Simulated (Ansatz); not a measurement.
Ansatz (a quantum-chemistry and plane-wave program) input (B3LYP-D3(BJ)/def2-TZVP):

Ansatz 0.2 input:
```yaml
crystal:
  periodic: [false, false, false]
  atoms:
    - {symbol: Si, position_ang: [-0.21822006, -0.06369774, 0.06138989]}
    - {symbol: Br, position_ang: [-0.56508386, -0.91565377, 2.11465197]}
    - {symbol: Br, position_ang: [-1.12742792, -1.53400874, -1.37697815]}
    - {symbol: Br, position_ang: [-1.47236899, 1.78725749, -0.07150801]}
    - {symbol: N, position_ang: [1.40881921, -0.00890246, -0.20647959]}
    - {symbol: H, position_ang: [1.99503975, 0.77211235, -0.43747467]}
basis:
  gaussian:
    orbitals: def2-TZVP
hamiltonian:
  xc: b3lyp
  dispersion: d3bj
magnetization: {spin_polarized: true, initial_magnetization: 1}
relax: {f_tol: 0.002, max_steps: 150}
```

Output:

```
Functional definition: B3LYP
integrals: 0.34 GiB planned
1542 factors; integrals over basis functions are off by at most 2.4e-4 eV
mean field: 3.04 GiB planned
mean field evaluation 1: about -219513.1867 eV, gradient 5.7e1 eV
mean field evaluation 2: about -219399.3185 eV, gradient 1.1e2 eV
mean field evaluation 4: about -219526.9921 eV, gradient 1.8e1 eV
mean field evaluation 8: about -219528.8848 eV, gradient 7.0e-1 eV
mean field evaluation 16: about -219528.9924 eV, gradient 8.8e-4 eV
mean field evaluation 32: about -219528.9856 eV, gradient 1.1e0 eV
mean field -219528.99243788 eV, -8067.5416699966 hartree, gradient 2.5e-5 eV, S^2 0.754514; 2 other end points of the search recorded, 0 dependent functions left out
the calculation of the forces begins
reference -219528.99270495 eV, -8067.5416798114 hartree; 64, 63 occupied and 154, 155 virtual orbitals, 1542 factors
relax step   1: F+E_penalty+E_count = -219529.50859877 eV  Δ(F+E_penalty+E_count) = +0.000e0 eV  max|allowed force component| = 2.311e0 eV/Å  Δτ_max = 0.0000 Å  (62 SCF iters, accepted)
these checks for a lower state are left out or cut short: starts, cluster_reference, orbital_swaps, neighbouring_geometries, increment
integrals: 0.34 GiB planned
1542 factors; integrals over basis functions are off by at most 2.2e-4 eV
mean field: 3.04 GiB planned
mean field -219529.08427317 eV, -8067.5450448813 hartree, gradient 2.4e-5 eV, S^2 0.754212; 0 other end points of the search recorded, 0 dependent functions left out
the calculation of the forces begins
reference -219529.08454184 eV, -8067.5450547545 hartree; 64, 63 occupied and 154, 155 virtual orbitals, 1542 factors
relax step   2: F+E_penalty+E_count = -219529.60013842 eV  Δ(F+E_penalty+E_count) = -9.154e-2 eV  max|allowed force component| = 1.120e0 eV/Å  Δτ_max = 0.0897 Å  (42 SCF iters, accepted)
these checks for a lower state are left out or cut short: starts, cluster_reference, orbital_swaps, neighbouring_geometries, increment
integrals: 0.34 GiB planned
1542 factors; integrals over basis functions are off by at most 2.2e-4 eV
mean field: 3.04 GiB planned
mean field -219529.11500898 eV, -8067.5461744015 hartree, gradient 1.9e-5 eV, S^2 0.754078; 0 other end points of the search recorded, 0 dependent functions left out
the calculation of the forces begins
reference -219529.11527635 eV, -8067.5461842270 hartree; 64, 63 occupied and 154, 155 virtual orbitals, 1542 factors
relax step   3: F+E_penalty+E_count = -219529.63349917 eV  Δ(F+E_penalty+E_count) = -3.336e-2 eV  max|allowed force component| = 3.606e-1 eV/Å  Δτ_max = 0.0266 Å  (44 SCF iters, accepted)
these checks for a lower state are left out or cut short: starts, cluster_reference, orbital_swaps, neighbouring_geometries, increment
integrals: 0.34 GiB planned
1542 factors; integrals over basis functions are off by at most 2.3e-4 eV
mean field: 3.04 GiB planned
mean field -219529.13135295 eV, -8067.5467750313 hartree, gradient 1.3e-5 eV, S^2 0.754022; 0 other end points of the search recorded, 0 dependent functions left out
the calculation of the forces begins
reference -219529.13161890 eV, -8067.5467848047 hartree; 64, 63 occupied and 154, 155 virtual orbitals, 1542 factors
relax step   4: F+E_penalty+E_count = -219529.64976693 eV  Δ(F+E_penalty+E_count) = -1.627e-2 eV  max|allowed force component| = 2.414e-1 eV/Å  Δτ_max = 0.0378 Å  (42 SCF iters, accepted)
these checks for a lower state are left out or cut short: starts, cluster_reference, orbital_swaps, neighbouring_geometries, increment
integrals: 0.34 GiB planned
1542 factors; integrals over basis functions are off by at most 3.0e-4 eV
mean field: 3.04 GiB planned
mean field -219529.14191861 eV, -8067.5471633121 hartree, gradient 2.1e-5 eV, S^2 0.753939; 0 other end points of the search recorded, 0 dependent functions left out
the calculation of the forces begins
reference -219529.14218207 eV, -8067.5471729939 hartree; 64, 63 occupied and 154, 155 virtual orbitals, 1542 factors
relax step   5: F+E_penalty+E_count = -219529.66181582 eV  Δ(F+E_penalty+E_count) = -1.205e-2 eV  max|allowed force component| = 4.825e-1 eV/Å  Δτ_max = 0.1054 Å  (41 SCF iters, accepted)
these checks for a lower state are left out or cut short: starts, cluster_reference, orbital_swaps, neighbouring_geometries, increment
integrals: 0.34 GiB planned
1542 factors; integrals over basis functions are off by at most 2.7e-4 eV
mean field: 3.04 GiB planned
[...]
integrals: 0.34 GiB planned
1542 factors; integrals over basis functions are off by at most 4.4e-4 eV
mean field: 3.04 GiB planned
mean field evaluation 128: about -219529.1472 eV, gradient 1.5e-2 eV
mean field -219529.14715736 eV, -8067.5473558327 hartree, gradient 7.0e-5 eV, S^2 0.753925; 0 other end points of the search recorded, 0 dependent functions left out
the calculation of the forces begins
reference -219529.14742075 eV, -8067.5473655119 hartree; 64, 63 occupied and 154, 155 virtual orbitals, 1542 factors
relax step  15: F+E_penalty+E_count = -219529.66780220 eV  Δ(F+E_penalty+E_count) = +3.254e-3 eV  max|allowed force component| = 6.020e-1 eV/Å  Δτ_max = 0.0990 Å  (40 SCF iters, rejected (line search))
these checks for a lower state are left out or cut short: starts, cluster_reference, orbital_swaps, neighbouring_geometries, increment
integrals: 0.34 GiB planned
1542 factors; integrals over basis functions are off by at most 3.7e-4 eV
mean field: 3.04 GiB planned
mean field -219529.15219285 eV, -8067.5475408834 hartree, gradient 2.2e-5 eV, S^2 0.753913; 0 other end points of the search recorded, 0 dependent functions left out
the calculation of the forces begins
reference -219529.15245669 eV, -8067.5475505795 hartree; 64, 63 occupied and 154, 155 virtual orbitals, 1542 factors
relax step  16: F+E_penalty+E_count = -219529.67249192 eV  Δ(F+E_penalty+E_count) = -1.435e-3 eV  max|allowed force component| = 1.087e-1 eV/Å  Δτ_max = 0.0495 Å  (43 SCF iters, accepted)
these checks for a lower state are left out or cut short: starts, cluster_reference, orbital_swaps, neighbouring_geometries, increment
integrals: 0.34 GiB planned
1542 factors; integrals over basis functions are off by at most 4.0e-4 eV
mean field: 3.04 GiB planned
mean field -219529.15323105 eV, -8067.5475790366 hartree, gradient 2.3e-5 eV, S^2 0.753897; 0 other end points of the search recorded, 0 dependent functions left out
the calculation of the forces begins
reference -219529.15349476 eV, -8067.5475887278 hartree; 64, 63 occupied and 154, 155 virtual orbitals, 1542 factors
relax step  17: F+E_penalty+E_count = -219529.67381439 eV  Δ(F+E_penalty+E_count) = -1.322e-3 eV  max|allowed force component| = 7.203e-2 eV/Å  Δτ_max = 0.0500 Å  (43 SCF iters, accepted)
these checks for a lower state are left out or cut short: starts, cluster_reference, orbital_swaps, neighbouring_geometries, increment
integrals: 0.34 GiB planned
1542 factors; integrals over basis functions are off by at most 4.5e-4 eV
mean field: 3.04 GiB planned
mean field -219529.15146474 eV, -8067.5475141260 hartree, gradient 3.5e-5 eV, S^2 0.753892; 0 other end points of the search recorded, 0 dependent functions left out
the calculation of the forces begins
reference -219529.15172824 eV, -8067.5475238095 hartree; 64, 63 occupied and 154, 155 virtual orbitals, 1542 factors
relax step  18: F+E_penalty+E_count = -219529.67244019 eV  Δ(F+E_penalty+E_count) = +1.374e-3 eV  max|allowed force component| = 2.982e-1 eV/Å  Δτ_max = 0.0731 Å  (42 SCF iters, rejected (line search))
these checks for a lower state are left out or cut short: starts, cluster_reference, orbital_swaps, neighbouring_geometries, increment
integrals: 0.34 GiB planned
1542 factors; integrals over basis functions are off by at most 4.2e-4 eV
mean field: 3.04 GiB planned
mean field -219529.15390023 eV, -8067.5476036283 hartree, gradient 2.8e-5 eV, S^2 0.753866; 0 other end points of the search recorded, 0 dependent functions left out
the calculation of the forces begins
reference -219529.15416386 eV, -8067.5476133169 hartree; 64, 63 occupied and 154, 155 virtual orbitals, 1542 factors
relax step  19: F+E_penalty+E_count = -219529.67461882 eV  Δ(F+E_penalty+E_count) = -8.044e-4 eV  max|allowed force component| = 4.365e-2 eV/Å  Δτ_max = 0.0366 Å  (42 SCF iters, accepted)
these checks for a lower state are left out or cut short: starts, cluster_reference, orbital_swaps, neighbouring_geometries, increment
integrals: 0.34 GiB planned
1542 factors; integrals over basis functions are off by at most 4.4e-4 eV
mean field: 3.04 GiB planned
mean field evaluation 160: about -219529.0309 eV, gradient 1.3e0 eV
mean field -219529.15408697 eV, -8067.5476104911 hartree, gradient 1.8e-5 eV, S^2 0.753851; 0 other end points of the search recorded, 0 dependent functions left out
the calculation of the forces begins
reference -219529.15435054 eV, -8067.5476201772 hartree; 64, 63 occupied and 154, 155 virtual orbitals, 1542 factors
relax step  20: F+E_penalty+E_count = -219529.67518187 eV  Δ(F+E_penalty+E_count) = -5.630e-4 eV  max|allowed force component| = 1.816e-2 eV/Å  Δτ_max = 0.0375 Å  (43 SCF iters, accepted)
these checks for a lower state are left out or cut short: starts, cluster_reference, orbital_swaps, neighbouring_geometries, increment
integrals: 0.34 GiB planned
1542 factors; integrals over basis functions are off by at most 4.5e-4 eV
mean field: 3.04 GiB planned
mean field -219529.15397356 eV, -8067.5476063234 hartree, gradient 2.4e-5 eV, S^2 0.753827; 0 other end points of the search recorded, 0 dependent functions left out
the calculation of the forces begins
reference -219529.15423726 eV, -8067.5476160140 hartree; 64, 63 occupied and 154, 155 virtual orbitals, 1542 factors
relax step  21: F+E_penalty+E_count = -219529.67496235 eV  Δ(F+E_penalty+E_count) = +2.195e-4 eV  max|allowed force component| = 5.968e-2 eV/Å  Δτ_max = 0.0399 Å  (44 SCF iters, rejected (line search))
these checks for a lower state are left out or cut short: starts, cluster_reference, orbital_swaps, neighbouring_geometries, increment
integrals: 0.34 GiB planned
1542 factors; integrals over basis functions are off by at most 4.5e-4 eV
mean field: 3.04 GiB planned
mean field -219529.15417190 eV, -8067.5476136120 hartree, gradient 1.3e-5 eV, S^2 0.753836; 0 other end points of the search recorded, 0 dependent functions left out
the calculation of the forces begins
reference -219529.15443549 eV, -8067.5476232988 hartree; 64, 63 occupied and 154, 155 virtual orbitals, 1542 factors
relax step  22: F+E_penalty+E_count = -219529.67533699 eV  Δ(F+E_penalty+E_count) = -1.551e-4 eV  max|allowed force component| = 8.332e-3 eV/Å  Δτ_max = 0.0199 Å  (44 SCF iters, accepted)
these checks for a lower state are left out or cut short: starts, cluster_reference, orbital_swaps, neighbouring_geometries, increment
integrals: 0.34 GiB planned
1542 factors; integrals over basis functions are off by at most 4.5e-4 eV
mean field: 3.04 GiB planned
mean field -219529.15414313 eV, -8067.5476125548 hartree, gradient 1.3e-5 eV, S^2 0.753824; 0 other end points of the search recorded, 0 dependent functions left out
the calculation of the forces begins
reference -219529.15440671 eV, -8067.5476222411 hartree; 64, 63 occupied and 154, 155 virtual orbitals, 1542 factors
relax step  23: F+E_penalty+E_count = -219529.67538404 eV  Δ(F+E_penalty+E_count) = -4.705e-5 eV  max|allowed force component| = 1.670e-2 eV/Å  Δτ_max = 0.0197 Å  (44 SCF iters, accepted)
these checks for a lower state are left out or cut short: starts, cluster_reference, orbital_swaps, neighbouring_geometries, increment
integrals: 0.34 GiB planned
1542 factors; integrals over basis functions are off by at most 4.6e-4 eV
mean field: 3.04 GiB planned
mean field evaluation 192: about -219529.1540 eV, gradient 1.7e-3 eV
mean field -219529.15402636 eV, -8067.5476082637 hartree, gradient 1.2e-5 eV, S^2 0.753807; 0 other end points of the search recorded, 0 dependent functions left out
the calculation of the forces begins
reference -219529.15428995 eV, -8067.5476179505 hartree; 64, 63 occupied and 154, 155 virtual orbitals, 1542 factors
relax step  24: F+E_penalty+E_count = -219529.67534435 eV  Δ(F+E_penalty+E_count) = +3.969e-5 eV  max|allowed force component| = 3.573e-2 eV/Å  Δτ_max = 0.0158 Å  (44 SCF iters, rejected (line search))
these checks for a lower state are left out or cut short: starts, cluster_reference, orbital_swaps, neighbouring_geometries, increment
integrals: 0.34 GiB planned
1542 factors; integrals over basis functions are off by at most 4.6e-4 eV
mean field: 3.04 GiB planned
mean field -219529.15413662 eV, -8067.5476123156 hartree, gradient 2.4e-5 eV, S^2 0.753813; 0 other end points of the search recorded, 0 dependent functions left out
the calculation of the forces begins
reference -219529.15440019 eV, -8067.5476220018 hartree; 64, 63 occupied and 154, 155 virtual orbitals, 1542 factors
relax step  25: F+E_penalty+E_count = -219529.67540936 eV  Δ(F+E_penalty+E_count) = -2.533e-5 eV  max|allowed force component| = 1.766e-3 eV/Å  Δτ_max = 0.0063 Å  (35 SCF iters, accepted)
these checks for a lower state are left out or cut short: starts, cluster_reference, orbital_swaps, neighbouring_geometries, increment
integrals: 0.34 GiB planned
1542 factors; integrals over basis functions are off by at most 4.6e-4 eV
mean field: 3.04 GiB planned
mean field -219529.15411343 eV, -8067.5476114634 hartree, gradient 2.3e-5 eV, S^2 0.753813; 0 other end points of the search recorded, 0 dependent functions left out
the calculation of the forces begins
reference -219529.15437700 eV, -8067.5476211493 hartree; 64, 63 occupied and 154, 155 virtual orbitals, 1542 factors
relax step  26: F+E_penalty+E_count = -219529.67541191 eV  Δ(F+E_penalty+E_count) = -2.541e-6 eV  max|allowed force component| = 1.313e-3 eV/Å  Δτ_max = 0.0029 Å  (35 SCF iters, accepted)
integrals: 0.34 GiB planned
1542 factors; integrals over basis functions are off by at most 4.6e-4 eV
mean field: 3.04 GiB planned
mean field evaluation 224: about -219529.1541 eV, gradient 5.4e-3 eV
mean field -219529.15411343 eV, -8067.5476114634 hartree, gradient 2.3e-5 eV, S^2 0.753813; 3 other end points of the search recorded, 0 dependent functions left out
the calculation of the forces begins
reference -219529.15437700 eV, -8067.5476211493 hartree; 64, 63 occupied and 154, 155 virtual orbitals, 1542 factors
Total energy: -219529.67567547 eV, -8067.5667785150 hartree
Atom 0 at    -0.284663    -0.133515    -0.019272 Å, force     0.000179     0.001292     0.000334 eV/Å
Atom 1 at    -0.344317    -0.856318     2.077118 Å, force    -0.000407    -0.000667     0.000334 eV/Å
Atom 2 at    -1.242274    -1.599582    -1.354446 Å, force     0.000557     0.000500     0.000639 eV/Å
Atom 3 at    -1.335392     1.813724    -0.203661 Å, force    -0.000138    -0.000237    -0.000277 eV/Å
Atom 4 at     1.389611     0.001233    -0.426635 Å, force     0.001122    -0.000430    -0.001024 eV/Å
Atom 5 at     1.837794     0.811565     0.010496 Å, force    -0.001313    -0.000459    -0.000005 eV/Å
Dipole moment:     0.072431     0.205159     0.123436 e Å
```

It need not be the lowest isomer of its formula.
